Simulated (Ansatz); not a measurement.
Question: Name a neutral molecule of Br, C, O, Sn and H with size of the dipole moment (ωB97M-V/def2-TZVPP) between 1.95 and 2.25 D and zero-point energy (PBE0-D4/def2-TZVP) between 149 and 165 kJ/mol (Ansatz, PBE0-D4/def2-TZVP geometry).

Answer: `[CH3][SnH]([OH])[Br]` (2.10 D, 149.4 kJ/mol). Other molecules can fit too; these were computed, each in one conformer that needn't be the lowest.
